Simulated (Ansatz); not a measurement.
C₉H₁₄O₃S₂⁻, that is dimethylphenylsulfonium mesylate with one electron more. Total charge -1; doublet. Geometry PBE0-D4/def2-SVP, that of the neutral singlet; atoms count from 1.

```xyz
28

C    -1.1291   -2.4230    2.8810
S    -0.5382   -1.1605    1.7657
O    -1.6893   -0.2353    1.5620
O     0.6353   -0.5538    2.4017
O    -0.2280   -1.9092    0.4957
H    -2.0031   -2.9098    2.4306
H    -0.3200   -3.1477    3.0373
H    -1.3999   -1.9386    3.8278
C    -0.1044    0.1075   -3.3030
S    -0.1738   -0.7368   -1.6956
C    -1.9324   -0.5897   -1.3533
C     0.6466    0.4826   -0.6948
C     1.9551    0.1787   -0.3298
C     2.6568    1.0851    0.4556
C     2.0411    2.2573    0.8869
C     0.7221    2.5317    0.5331
C     0.0096    1.6415   -0.2636
H     0.9505    0.1468   -3.6057
H    -0.6712   -0.4986   -4.0240
H    -0.5166    1.1235   -3.2389
H    -2.3741   -1.5490   -1.6524
H    -2.0366   -0.4496   -0.2544
H    -2.3590    0.2404   -1.9311
H     2.3983   -0.7764   -0.6172
H     3.6780    0.8535    0.7644
H     2.5867    2.9534    1.5277
H     0.2302    3.4347    0.8999
H    -1.0347    1.8411   -0.5057
```

The highest occupied level of the charge -1 doublet lies above zero (up to 2.18 eV). By energy differences it is unbound by 0.56 eV (vertical, against the charge 0 singlet, at PBE0-D4/def2-SVP) and held by the finite basis. In the doublet geometry the species has come apart into loosely held pieces.

(1) Estimate the Mulliken populations from the PBE0/def2-SVP orbitals of Ansatz.

(2) Where does the spin sit?

(3) And the Mayer bond orders between heavy atoms (over 0.3)?

Results:

(1) 
```csv
atom,charge (e),spin (α − β)
C1,-0.11,0.00
S2,0.94,0.00
O3,-0.58,0.00
O4,-0.54,0.00
O5,-0.62,0.01
H6,0.04,0.00
H7,0.05,0.00
H8,0.05,0.00
C9,-0.11,0.05
S10,0.13,0.11
C11,-0.13,0.03
C12,-0.21,0.21
C13,0.05,0.11
C14,-0.02,-0.03
C15,-0.07,0.40
C16,-0.02,-0.13
C17,0.00,0.24
H18,0.06,0.00
H19,0.01,0.04
H20,0.07,0.00
H21,0.06,0.00
H22,0.14,0.00
H23,0.04,0.01
H24,-0.04,-0.01
H25,-0.05,0.00
H26,-0.06,-0.02
H27,-0.04,0.00
H28,-0.04,-0.01
```
Mulliken values depend strongly on the basis.

(2) Summed by element: C 0.87, S 0.11, O 0.01, H 0.01, of 1 unpaired in all. Largest on single atoms: C15 0.40, C17 0.24, C12 0.21.

(3) C1–S2 0.88 (1.79 Å); S2–O3 1.47 (1.49 Å); S2–O4 1.65 (1.47 Å); S2–O5 1.44 (1.51 Å); C9–S10 0.81 (1.82 Å); S10–C11 0.91 (1.80 Å); S10–C12 1.06 (1.78 Å); C12–C13 1.24 (1.39 Å); C12–C17 1.21 (1.39 Å); C13–C14 1.55 (1.39 Å); C14–C15 1.25 (1.39 Å); C15–C16 1.32 (1.39 Å); C16–C17 1.50 (1.39 Å).
